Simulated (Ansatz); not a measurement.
C3H10OSi (`CCO[SiH2]C`). Charge 0, multiplicity 1.

Cartesian coordinates in Å:
```
C -2.319 -0.797 0.758
C -1.391 -0.378 -0.355
O -0.127 -0.051 0.186
Si 1.142 0.430 -0.744
C 2.577 0.745 0.390
H -3.303 -1.053 0.358
H -1.920 -1.669 1.280
H -2.438 0.012 1.481
H -1.805 0.489 -0.888
H -1.287 -1.190 -1.088
H 1.467 -0.630 -1.745
H 0.776 1.661 -1.506
H 2.842 -0.161 0.940
H 2.335 1.526 1.113
H 3.452 1.066 -0.181
```

Give the diagnostics of a CCSD(T)/def2-TZVPP run (frozen core, the Gaussian-basis code of Ansatz). (Estimate.)

The calculation gave: T1 = 0.0102, largest single amplitude 0.011, largest double 0.021, (T) share of the correlation energy 3.5 %, 8 CCSD cycles. The RHF solution is stable towards an unrestricted one. T1 lies under the customary mark of 0.02 for closed shells.
